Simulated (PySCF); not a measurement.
C₂H₂F, SMILES C=[C]F, multiplicity 2.

The structure is a stationary point at PBE-D3(BJ)/def2-TZVP. The isomer is the one that the SMILES or the coordinates give; other isomers of the formula were not compared.

Computed with PBE-D3(BJ)/def2-TZVP in PySCF.

Harmonic, unscaled wavenumbers; measured fundamentals usually lie a few per cent lower.

```tsv
mode	ν (cm⁻¹)	IR (km/mol)	moving atoms (share of kinetic energy)
1	438	0.2	C 41 %, H 36 %, F 24 %
2	598	0.0	H 64 %, C 30 %
3	775	58.9	H 78 %, C 22 %
4	913	30.4	H 47 %, C 29 %, F 23 %
5	1122	83.4	C 60 %, F 22 %, H 18 %
6	1340	5.6	H 86 %, C 12 %
7	1665	163.7	C 93 %
8	3047	1.6	H 94 %
9	3179	0.7	H 90 %, C 10 %
```
